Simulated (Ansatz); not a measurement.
W₅⁺. Total charge 1; doublet. Geometry PBE0-D4/def2-SVP; atoms count from 1.

```xyz
5

W    -0.194   -1.468   -0.351
W     1.836   -0.089   -0.081
W     0.200    1.330   -0.933
W    -1.788    0.410   -0.144
W    -0.055   -0.183    1.509
```

In the def2 sets W takes a core potential; there is no spin–orbit coupling. The structure comes from a short search, and lower isomers may exist.

(1) Estimate the Mulliken populations from the PBE0/def2-TZVP orbitals of Ansatz.

(2) Where does the spin sit?

(3) And the Mayer bond orders between heavy atoms (over 0.3)?

## Answers

(1) 
```csv
atom,charge (e),spin (α − β),d electrons
W1,0.23,-0.01,4.49
W2,0.17,0.61,4.56
W3,0.21,-0.20,4.55
W4,0.17,0.61,4.56
W5,0.23,-0.01,4.49
```
Mulliken values depend strongly on the basis.

(2) Summed by element: W 1.00, of 1 unpaired in all. Largest on single atoms: W2 0.61, W4 0.61, W3 -0.20.

(3) W1–W2 1.67 (2.47 Å); W1–W3 0.60 (2.88 Å); W1–W4 1.66 (2.47 Å); W1–W5 2.42 (2.27 Å); W2–W3 2.40 (2.33 Å); W2–W5 1.65 (2.47 Å); W3–W4 2.39 (2.33 Å); W3–W5 0.60 (2.88 Å); W4–W5 1.67 (2.47 Å).
